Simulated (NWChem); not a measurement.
Species: C3H5FSi; SMILES C#C[C@@H](F)[SiH3]

Results from NWChem. Pople sets run with spherical d functions. Medium grid unless said otherwise, to which SCAN and Minnesota functionals are sensitive. All runs use the structure optimised with PBE-D3(BJ)/def2-SVP.

Q: Estimate the computed values for r2SCAN0/6-31G*. Quantities: highest occupied level (eV); orbital gap (eV); dipole (D).

A: highest occupied level (eV): -7.64
orbital gap (eV): 7.87
dipole (D): 1.72
